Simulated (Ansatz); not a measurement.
System: SnHBrF, charge 0, doublet. SnHBrF (SMILES [F][SnH][Br], doublet).
B3LYP-D3(BJ)/def2-TZVP minimum from Ansatz (an electronic-structure program):
```xyz
4

Sn    -0.7802     0.3155     0.2950
F     -0.8380     1.7305    -1.0336
Br     1.3467    -0.9298    -0.2071
H     -0.5795     1.1926     1.8020
```
Charge 0, spin multiplicity 2.

Total energies in def2-SVP, 19 correlated electrons, 24 frozen orbitals. Radicals and triplets start from unrestricted determinants; spin-orbit coupling is neglected. Cores are frozen in correlated methods (noble-gas shells, and filled d and f shells in the p block). Past Kr the def2 sets carry scalar-relativistic core potentials. Spin-orbit terms, left out, reach several kcal/mol for Br and I, and more for heavier atoms.

| method | program | energy (Eh) | minus CCSDT(Q) (mEh) |
|---|---|---|---|
| HF | Ansatz | -2885.43362 | 405.84 |
| MP2 | Ansatz | -2885.80774 | 31.73 |
| CCSD | Ansatz | -2885.82938 | 10.08 |
| CCSD(T) | Ansatz | -2885.83755 | 1.91 |
| CCSDT(Q) | Ansatz | -2885.83946 | 0.00 |

Rough core times of Ansatz's runs on a shared machine: CCSD(T) under 20 s, CCSDT(Q) 10 min.
